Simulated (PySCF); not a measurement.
# Dipole response of Ar²⁺ (argon, charge +2)

[Ne] 3s2 3p4, high-spin 3P determinant. Calculation: PySCF 2.14, in aug-cc-pCVQZ-DK (10s9p7d5f3g, 134 functions); scalar relativity by spin-free X2C-1e. Coupled (time-dependent) response in atomic units; α is the mean over directions.

| method | mean α (bohr³) | α xx, yy, zz | C₆ (like pair) | S(−4) |
| --- | --- | --- | --- | --- |
| UHF | 4.782 | 4.840, 4.665, 4.840 | 16.76 | 5.573 |
| PBE | 4.819 | 4.843, 4.770, 4.843 | 16.92 | 5.648 |
| PBE0 | 4.786 | 4.820, 4.717, 4.820 | 16.76 | 5.553 |
| M06-2X | 4.843 | 4.912, 4.705, 4.912 | 16.70 | 6.072 |

S(−4) is the Cauchy moment in α(ω) = α(0) + S(−4) ω² + …

α(iu) at PBE0:

```
u (hartree)  α(iu) (bohr³)
          0          4.786
     0.0500          4.772
      0.100          4.731
      0.200          4.575
      0.300          4.339
      0.500          3.737
      0.750          2.960
       1.00          2.308
       1.50          1.443
       2.00         0.9654
       3.00         0.5183
       5.00         0.2302
```

A single London oscillator, α(iu) = α/(1 + u²/ω²), gives C₆ = (3/4) ω α². Matching the computed C₆ needs ω = 4 × 16.76 / (3 × 4.786²) = 0.976 hartree.

For an ion, C₆ is the dispersion term alone; charge-induced terms of lower order in 1/R come first.

The components differ because the open shell of this determinant is not spherical; for a pure term their mean is the scalar polarisability.
